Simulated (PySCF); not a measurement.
Input for PySCF: R-MP2/6-31G* on CHN (SMILES C#N) with ghost functions, monomers drawn apart or pushed together.

```python
from pyscf import gto, scf, dft, mp
from pyscf.data.elements import chemcore

mol = gto.M(
    atom='''
    C    -0.20891882   -0.25020296    2.77388020
    N    -0.25785510   -0.33697283    3.91661616
    H    -0.16286633   -0.17196751    1.70053078
    ghost-O   -0.08341499   -0.07770817   -0.10327484
    ghost-H    0.70905031   -0.23245263   -0.62766798
    ghost-H   -0.82821435   -0.23088250   -0.69383275
    ''',
    basis='6-31g*',
    cart=True,
    charge=0, spin=0, verbose=3, max_memory=1800)
mf = scf.RHF(mol)
mf.conv_tol = 1e-8
mf.max_cycle = 100
mf.kernel()
if not mf.converged:
    mf = mf.newton().run(mf.mo_coeff, mf.mo_occ)
pt = mp.MP2(mf, frozen=chemcore(mol)).run()
```

It printed:

```
converged SCF energy = -92.8746396172732
E(RMP2) = -93.1575171689252  E_corr = -0.282877551651945
E(SCS-RMP2) = -93.1511273389721  E_corr = -0.276487721698922
```

The calculation finished and met its thresholds.

Cost: around 0.3 core-seconds (rough).
